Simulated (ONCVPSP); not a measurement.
**Pseudopotential generation for Pt: ONCV, LDA (Perdew-Zunger), fully relativistic.**

ONCVPSP 4.0.1 was run on this input:

```
# ATOM AND REFERENCE CONFIGURATION
# atsym  z   nc   nv     iexc    psfile
  Pt 78.00   10    4        3      upf
#
#   n    l    f
    1    0    2.00
    2    0    2.00
    2    1    6.00
    3    0    2.00
    3    1    6.00
    3    2   10.00
    4    0    2.00
    4    1    6.00
    4    2   10.00
    4    3   14.00
    5    0    2.00
    5    1    6.00
    5    2    9.00
    6    0    1.00
#
# PSEUDOPOTENTIAL AND OPTIMIZATION
# lmax
    2
#
#   l,   rc,      ep,       ncon, nbas, qcut
    0    1.35    0.00    3    6    7.70
    1    1.75    0.00    4    7    6.50
    2    2.30    0.00    5   10    5.50
#
# LOCAL POTENTIAL
# lloc, lpopt,  rc(5),   dvloc0
    4    5    1.05    3.00
#
# VANDERBILT-KLEINMAN-BYLANDER PROJECTORs
# l, nproj, debl
    0    2    0.80
    1    1    2.70
    2    3    1.10
#
# MODEL CORE CHARGE
# icmod, fcfact, rcfact
    3    2.50    1.20
#
# LOG DERIVATIVE ANALYSIS
# epsh1, epsh2, depsh
   -5.00    5.00    0.04
#
# OUTPUT GRID
# rlmax, drl
    6.00    0.01
#
# TEST CONFIGURATIONS
# ncnf
    4
# nvcnf
#   n    l    f
    4
    5    0    2.00
    5    1    6.00
    5    2    9.00
    6    0    0.00
#
    4
    5    0    2.00
    5    1    6.00
    5    2    8.00
    6    0    0.00
#
    4
    5    0    2.00
    5    1    6.00
    5    2    7.00
    6    0    0.00
#
    4
    5    0    1.00
    5    1    6.00
    5    2    9.00
    6    0    1.00
#
```

Command:

```bash
oncvpspr.x < Pt.dat > Pt.out
```

Output (shortened: citation, most of the input echo, consistency checks and plot data are left out):

```
ONCVPSP  (Optimized Norm-Conservinng Vanderbilt PSeudopotential)
relativistic version 4.0.1

#   n    l    f        energy (Ha)
    1    0    2.00    -2.8756823D+03
    2    0    2.00    -5.0484004D+02
    2    1    6.00    -4.2047515D+02    -4.8395489D+02
    3    0    2.00    -1.1855913D+02
    3    1    6.00    -9.5223731D+01    -1.0917492D+02
    3    2   10.00    -7.6553755D+01    -7.9562743D+01
    4    0    2.00    -2.5451562D+01
    4    1    6.00    -1.8141388D+01    -2.1473200D+01
    4    2   10.00    -1.0998206D+01    -1.1617737D+01
    4    3   14.00    -2.5278184D+00    -2.6548986D+00
    5    0    2.00    -3.7469415D+00
    5    1    6.00    -1.9180196D+00    -2.4731979D+00
    5    2    9.00    -2.1610809D-01    -2.6529664D-01
    6    0    1.00    -2.1989179D-01

Reference configufation results
  iterations    30
  all-electron total energy (Ha)   -1.84364386D+04

Begin loop to  construct optimized pseudo wave functions
and semi-local pseudopoentials for all angular momenta

Calculating optimized projector #   1

 for l=   0

    Fraction of norm inside rc  0.897294
    Optimizing pswf for qcut=   7.71 a_B^-1,  ecut=  29.75 Ha
    Residual kinetic energy error=  9.64D-05 Ha

    Energy error per electron        Cutoff
         Ha          eV             Ha
         0.01000     0.27211       20.25
         0.00100     0.02721       25.08
         0.00010     0.00272       30.73
         0.00001     0.00027       82.13

Calculating optimized projector #   2

 for l=   0

    Fraction of norm inside rc  0.041691
    Optimizing pswf for qcut=   7.71 a_B^-1,  ecut=  29.75 Ha
    Residual kinetic energy error=  4.58D-05 Ha

    Energy error per electron        Cutoff
         Ha          eV             Ha
         0.01000     0.27211       16.55
         0.00100     0.02721       23.25
         0.00010     0.00272       28.10
         0.00001     0.00027       44.97

Calculating optimized projector #   1

 for l=   1

    Fraction of norm inside rc  0.928518
    Optimizing pswf for qcut=   6.49 a_B^-1,  ecut=  21.06 Ha
    Residual kinetic energy error=  6.95D-06 Ha

    Energy error per electron        Cutoff
         Ha          eV             Ha
         0.01000     0.27211       10.89
         0.00100     0.02721       13.62
         0.00010     0.00272       15.84
         0.00001     0.00027       18.70

Calculating optimized projector #   1

 for l=   1

    Fraction of norm inside rc  0.962273
    Optimizing pswf for qcut=   6.49 a_B^-1,  ecut=  21.06 Ha
    Residual kinetic energy error=  1.87D-05 Ha

    Energy error per electron        Cutoff
         Ha          eV             Ha
         0.01000     0.27211       13.37
         0.00100     0.02721       16.54
         0.00010     0.00272       19.26
         0.00001     0.00027       24.16

   Wellstate for l =  2  n =  7 kap= -3
     eigenvalue =   0.8839
     asymptotic potential =   1.3839
     half-point radius =  6.2963

   Wellstate for l =  2  n =  8 kap= -3
     eigenvalue =   1.9839
     asymptotic potential =   2.4839
     half-point radius =  5.5102

Calculating optimized projector #   1

 for l=   2

    Fraction of norm inside rc  0.806993
    Optimizing pswf for qcut=   5.51 a_B^-1,  ecut=  15.17 Ha
    Residual kinetic energy error=  2.99D-04 Ha

    Energy error per electron        Cutoff
         Ha          eV             Ha
         0.01000     0.27211       11.20
         0.00100     0.02721       13.85
         0.00010     0.00272       28.53
         0.00001     0.00027       67.30

Calculating optimized projector #   2

 for l=   2

    Fraction of norm inside rc  0.088292
    Optimizing pswf for qcut=   5.51 a_B^-1,  ecut=  15.17 Ha
    Residual kinetic energy error=  2.16D-04 Ha

    Energy error per electron        Cutoff
         Ha          eV             Ha
         0.01000     0.27211       10.35
         0.00100     0.02721       13.41
         0.00010     0.00272       16.99
         0.00001     0.00027       36.93

Calculating optimized projector #   3

 for l=   2

    Fraction of norm inside rc  0.124285
    Optimizing pswf for qcut=   5.51 a_B^-1,  ecut=  15.17 Ha
    Residual kinetic energy error=  7.46D-04 Ha

    Energy error per electron        Cutoff
         Ha          eV             Ha
         0.01000     0.27211       11.67
         0.00100     0.02721       14.78
         0.00010     0.00272       20.84
         0.00001     0.00027       39.23

   Wellstate for l =  2  n =  7 kap=  2
     eigenvalue =   0.8347

   Wellstate for l =  2  n =  8 kap=  2
     eigenvalue =   1.9737

Calculating optimized projector #   1

 for l=   2

    Fraction of norm inside rc  0.840645
    Optimizing pswf for qcut=   5.51 a_B^-1,  ecut=  15.17 Ha
    Residual kinetic energy error=  4.01D-04 Ha

    Energy error per electron        Cutoff
         Ha          eV             Ha
         0.01000     0.27211       11.51
         0.00100     0.02721       14.16
         0.00010     0.00272       33.86
         0.00001     0.00027       68.64

Calculating optimized projector #   2

 for l=   2

    Fraction of norm inside rc  0.088378
    Optimizing pswf for qcut=   5.51 a_B^-1,  ecut=  15.17 Ha
    Residual kinetic energy error=  2.81D-04 Ha

    Energy error per electron        Cutoff
         Ha          eV             Ha
         0.01000     0.27211       10.59
         0.00100     0.02721       13.66
         0.00010     0.00272       17.67
         0.00001     0.00027       46.86

Calculating optimized projector #   3

 for l=   2

    Fraction of norm inside rc  0.128609
    Optimizing pswf for qcut=   5.51 a_B^-1,  ecut=  15.17 Ha
    Residual kinetic energy error=  9.72D-04 Ha

    Energy error per electron        Cutoff
         Ha          eV             Ha
         0.01000     0.27211       12.00
         0.00100     0.02721       15.13
         0.00010     0.00272       22.35
         0.00001     0.00027       48.17

Construct Vanderbilt / Kleinmman-Bylander projectors

B matrix Hermiticity error, ll=  0  kap= -1
   1   2    5.9711D-04

  Orthonormal projector coefficients  1.6200E+01  2.2407E+00

B matrix Hermiticity error, ll=  2  kap= -3
   1   2   -9.2137D-05
   1   3    1.7801D-04
   2   3    4.9999D-05

  Orthonormal projector coefficients  5.1202E+00 -3.6287E+00 -1.5088E+00

B matrix Hermiticity error, ll=  2  kap=  2
   1   2   -9.8857D-05
   1   3    1.9011D-04
   2   3    5.0330D-05

  Orthonormal projector coefficients  5.1982E+00 -3.9051E+00 -1.4000E+00

 Orthonormal scalar projector coefficients, l =  1
  6.0578E+00  2.2159E-02

 Orthonormal spin-orbit projector coefficients, l =  1
  6.6590E-01 -4.0318E-01

 Orthonormal scalar projector coefficients, l =  2
  5.1456E+00 -3.7341E+00 -1.4606E+00 -3.7815E-03 -5.8229E-04  4.3210E-04

 Orthonormal spin-orbit projector coefficients, l =  2
 -2.2233E-01  1.7977E-01  7.9976E-02  3.2049E-02 -3.1131E-02 -2.4808E-03

Model core correction analysis
  based on d2Exc/dn_idn_j

d2excae - all-electron derivatives

   -2.211014D-02   -1.899150D-02   -9.345920D-03   -1.419432D-03
   -1.899153D-02   -1.808925D-02   -1.104734D-02   -2.062543D-03
   -9.345955D-03   -1.104736D-02   -1.190164D-02   -7.697421D-03
   -1.419436D-03   -2.062525D-03   -7.696762D-03   -1.765076D-02

d2excps - pseudofunction derivatives with no core correction

   -4.495693D-02   -3.646747D-02   -1.439873D-02   -3.085803D-03
   -3.646834D-02   -3.185326D-02   -1.629489D-02   -3.616625D-03
   -1.439925D-02   -1.629543D-02   -1.758844D-02   -1.044754D-02
   -3.085994D-03   -3.616622D-03   -1.044557D-02   -2.305116D-02

rms 2nd derivative error    9.732118E-03

rmatch, rhocmatch    0.8262   16.4991

Teter function model core charge with specified parameters

d2excps - pseudofunction derivatives with core correction

   -3.576851D-02   -3.032815D-02   -1.331607D-02   -2.378928D-03
   -3.032838D-02   -2.757080D-02   -1.545909D-02   -3.163531D-03
   -1.331641D-02   -1.545955D-02   -1.734757D-02   -1.038407D-02
   -2.378965D-03   -3.163487D-03   -1.038210D-02   -2.299254D-02

rms 2nd derivative error    6.523228E-03

Pseudoatom total energy -120.396421

Diagnostic tests using Vanderbilt-Kleinman-Bylander pseudopotentials
  relativistic with J = L +/- 1/2 projectors

   l  kap   rcore       rmatch      e in        delta e    norm test   slope test

   0  -1   1.3574876   1.3987039  -3.7469415   0.0000498   1.0002798   1.0002923
   0  -1   1.3574876   1.3987039  -0.2198918   0.0000096   1.0000787   1.0000714

   1  -2   1.7556949   1.8090016  -1.9180196  -0.0000018   0.9999962   0.9999996
   1   1   1.7556949   1.8090016  -2.4731979   0.0000011   1.0000040   0.9999929

   2  -3   2.3118314   2.3820236  -0.2161081  -0.0000023   1.0000946   1.0001039
   2   2   2.3118314   2.3820236  -0.2652966  -0.0000007   1.0001065   1.0001039
   2  -3   2.3118314   2.3820236   0.8838919   0.0000051   1.0002142   1.0002142
   2   2   2.3118314   2.3820236   0.8737097   0.0000078   1.0002101   1.0002101
   2  -3   2.3118314   2.3820236   1.9838919   0.0000232   1.0002063   1.0002063
   2   2   2.3118314   2.3820236   1.9717696   0.0000243   1.0002055   1.0002055

Diagnostic tests using Vanderbilt-Kleinman-Bylander pseudopotentials
  relativistic with scalar and spin-orbit non-local projectors

   l  kap   rcore       rmatch      e in        delta e    norm test   slope test

   0  -1   1.3574876   1.3987039  -3.7469415   0.0000498   1.0002798   1.0002923
   0  -1   1.3574876   1.3987039  -0.2198918   0.0000096   1.0000787   1.0000714

   1  -2   1.7556949   1.8090016  -1.9180196  -0.0000018   0.9999962   0.9999996
   1   1   1.7556949   1.8090016  -2.4731979   0.0000011   1.0000040   0.9999929

   2  -3   2.3118314   2.3820236  -0.2161081   0.0007971   0.9994242   1.0012356
   2   2   2.3118314   2.3820236  -0.2652966   0.0008618   0.9993659   1.0009634
   2  -3   2.3118314   2.3820236   0.8838919   0.0010403   1.0006132   1.0006132
   2   2   2.3118314   2.3820236   0.8737097   0.0009397   1.0006231   1.0006231
   2  -3   2.3118314   2.3820236   1.9838919   0.0004187   1.0003777   1.0003777
   2   2   2.3118314   2.3820236   1.9717696   0.0003593   1.0003575   1.0003575

Ghost test for J = L + 1/2

 Testing for bound ghosts
   n   l    E NL Schr. Eq   E Basis Diag.   E Cutoff

   1   0       -3.746892       -3.746896     69.55
   2   0       -0.219882       -0.094021     69.55

   2   1       -1.918021       -1.918010     50.94

   3   2       -0.216110       -0.215790    126.93

 Testing for highly-localized positive-energy ghosts
       l    <radius>/rc     E Basis Diag.   E Cutoff

       0        0.531284        6.188211     69.55  WARNING - GHOST(+)

Ghost test for J = L - 1/2

 Testing for bound ghosts
   n   l    E NL Schr. Eq   E Basis Diag.   E Cutoff

   1   0       -3.746892       -3.746896     69.55
   2   0       -0.219882       -0.094021     69.55

   2   1       -2.473197       -2.473176     50.94

   3   2       -0.265297       -0.265125    126.93

 Testing for highly-localized positive-energy ghosts
       l    <radius>/rc     E Basis Diag.   E Cutoff

       0        0.531284        6.188211     69.55  WARNING - GHOST(+)

Test configuration 0

   n   l kap    f        eae           eps        diff
   1   0  -1  2.0000-2875.68226538
   2   0  -1  2.0000 -504.84004103
   2   1  -2  4.0000 -420.47514670
   2   1   1  2.0000 -483.95488633
   3   0  -1  2.0000 -118.55913138
   3   1  -2  4.0000  -95.22373073
   3   1   1  2.0000 -109.17491835
   3   2  -3  6.0000  -76.55375522
   3   2   2  4.0000  -79.56274270
   4   0  -1  2.0000  -25.45156217
   4   1  -2  4.0000  -18.14138790
   4   1   1  2.0000  -21.47319962
   4   2  -3  6.0000  -10.99820633
   4   2   2  4.0000  -11.61773739
   4   3  -4  8.0000   -2.52781843
   4   3   3  6.0000   -2.65489863
   5   0  -1  2.0000   -3.74694150   -3.74689174    4.98E-05
   5   1  -2  4.0000   -1.91801959   -1.91802137   -1.78E-06
   5   1   1  2.0000   -2.47319791   -2.47319684    1.06E-06
   5   2  -3  5.4000   -0.21610809   -0.21611035   -2.25E-06
   5   2   2  3.6000   -0.26529664   -0.26529733   -6.95E-07
   6   0  -1  1.0000   -0.21989179   -0.21988224    9.55E-06

    Total energies and differences
      AE_ref= -1.84364386E+04  AE_tst= -1.84364386E+04  dif=  0.00E+00
      PS_ref= -1.20396421E+02  PS_tst= -1.20396421E+02  dif= -4.69E-13
      PSP excitation error=  4.69E-13

Test configuration 1

   n   l kap    f        eae           eps        diff
   1   0  -1  2.0000-2875.98757675
   2   0  -1  2.0000 -505.14207256
   2   1  -2  4.0000 -420.77720291
   2   1   1  2.0000 -484.25718943
   3   0  -1  2.0000 -118.86177598
   3   1  -2  4.0000  -95.52638663
   3   1   1  2.0000 -109.47753643
   3   2  -3  6.0000  -76.85612904
   3   2   2  4.0000  -79.86508690
   4   0  -1  2.0000  -25.75458454
   4   1  -2  4.0000  -18.44441146
   4   1   1  2.0000  -21.77620999
   4   2  -3  6.0000  -11.30115267
   4   2   2  4.0000  -11.92068288
   4   3  -4  8.0000   -2.83086883
   4   3   3  6.0000   -2.95793789
   5   0  -1  2.0000   -4.05131892   -4.05298203   -1.66E-03
   5   1  -2  4.0000   -2.22419895   -2.22498975   -7.91E-04
   5   1   1  2.0000   -2.77842121   -2.77967937   -1.26E-03
   5   2  -3  5.4000   -0.51692646   -0.51710556   -1.79E-04
   5   2   2  3.6000   -0.56769482   -0.56798521   -2.90E-04
   6   0  -1  0.0000   -0.48753552   -0.48753552    0.00E+00

    Total energies and differences
      AE_ref= -1.84364386E+04  AE_tst= -1.84360873E+04  dif=  3.51E-01
      PS_ref= -1.20396421E+02  PS_tst= -1.20045222E+02  dif=  3.51E-01
      PSP excitation error=  6.73E-05

Test configuration 2

   n   l kap    f        eae           eps        diff
   1   0  -1  2.0000-2876.45900422
   2   0  -1  2.0000 -505.61490621
   2   1  -2  4.0000 -421.25001421
   2   1   1  2.0000 -484.72991398
   3   0  -1  2.0000 -119.33348307
   3   1  -2  4.0000  -95.99806908
   3   1   1  2.0000 -109.94929848
   3   2  -3  6.0000  -77.32807403
   3   2   2  4.0000  -80.33707274
   4   0  -1  2.0000  -26.22581407
   4   1  -2  4.0000  -18.91560583
   4   1   1  2.0000  -22.24744306
   4   2  -3  6.0000  -11.77234492
   4   2   2  4.0000  -12.39189346
   4   3  -4  8.0000   -3.30160560
   4   3   3  6.0000   -3.42871969
   5   0  -1  2.0000   -4.51730819   -4.51764227   -3.34E-04
   5   1  -2  4.0000   -2.68247207   -2.68275034   -2.78E-04
   5   1   1  2.0000   -3.24120792   -3.24153108   -3.23E-04
   5   2  -3  4.8000   -0.93966076   -0.93925923    4.02E-04
   5   2   2  3.2000   -0.99535520   -0.99484729    5.08E-04
   6   0  -1  0.0000   -0.82805390   -0.82805390    0.00E+00

    Total energies and differences
      AE_ref= -1.84364386E+04  AE_tst= -1.84353422E+04  dif=  1.10E+00
      PS_ref= -1.20396421E+02  PS_tst= -1.19300140E+02  dif=  1.10E+00
      PSP excitation error=  8.87E-05

Test configuration 3

   n   l kap    f        eae           eps        diff
   1   0  -1  2.0000-2876.99428172
   2   0  -1  2.0000 -506.15210062
   2   1  -2  4.0000 -421.78720801
   2   1   1  2.0000 -485.26703069
   3   0  -1  2.0000 -119.86806724
   3   1  -2  4.0000  -96.53259594
   3   1   1  2.0000 -110.48402615
   3   2  -3  6.0000  -77.86313222
   3   2   2  4.0000  -80.87222381
   4   0  -1  2.0000  -26.75897721
   4   1  -2  4.0000  -19.44860897
   4   1   1  2.0000  -22.78060487
   4   2  -3  6.0000  -12.30526718
   4   2   2  4.0000  -12.92488171
   4   3  -4  8.0000   -3.83357238
   4   3   3  6.0000   -3.96078167
   5   0  -1  2.0000   -5.04007708   -5.03758009    2.50E-03
   5   1  -2  4.0000   -3.19367860   -3.19246190    1.22E-03
   5   1   1  2.0000   -3.75908612   -3.75722548    1.86E-03
   5   2  -3  4.2000   -1.41039826   -1.40809630    2.30E-03
   5   2   2  2.8000   -1.47121953   -1.46842812    2.79E-03
   6   0  -1  0.0000   -1.20366193   -1.20366193    0.00E+00

    Total energies and differences
      AE_ref= -1.84364386E+04  AE_tst= -1.84341475E+04  dif=  2.29E+00
      PS_ref= -1.20396421E+02  PS_tst= -1.18106740E+02  dif=  2.29E+00
      PSP excitation error=  1.42E-03

Test configuration 4

   n   l kap    f        eae           eps        diff
   1   0  -1  2.0000-2876.29712076
   2   0  -1  2.0000 -505.42371574
   2   1  -2  4.0000 -421.05928514
   2   1   1  2.0000 -484.54184760
   3   0  -1  2.0000 -119.13505325
   3   1  -2  4.0000  -95.79954049
   3   1   1  2.0000 -109.75136024
   3   2  -3  6.0000  -77.12898210
   3   2   2  4.0000  -80.13812888
   4   0  -1  2.0000  -26.02638694
   4   1  -2  4.0000  -18.71549216
   4   1   1  2.0000  -22.04785901
   4   2  -3  6.0000  -11.57048930
   4   2   2  4.0000  -12.19043255
   4   3  -4  8.0000   -3.09381416
   4   3   3  6.0000   -3.22141459
   5   0  -1  1.0000   -4.26035515   -4.28015928   -1.98E-02
   5   1  -2  4.0000   -2.40220386   -2.41733725   -1.51E-02
   5   1   1  2.0000   -2.97358922   -2.99143724   -1.78E-02
   5   2  -3  5.4000   -0.63307304   -0.63162293    1.45E-03
   5   2   2  3.6000   -0.69056555   -0.68845951    2.11E-03
   6   0  -1  1.0000   -0.53341506   -0.53517873   -1.76E-03

    Total energies and differences
      AE_ref= -1.84364386E+04  AE_tst= -1.84324426E+04  dif=  4.00E+00
      PS_ref= -1.20396421E+02  PS_tst= -1.16390531E+02  dif=  4.01E+00
      PSP excitation error= -9.90E-03
```

The run took about 11 s on one core of a shared server CPU.
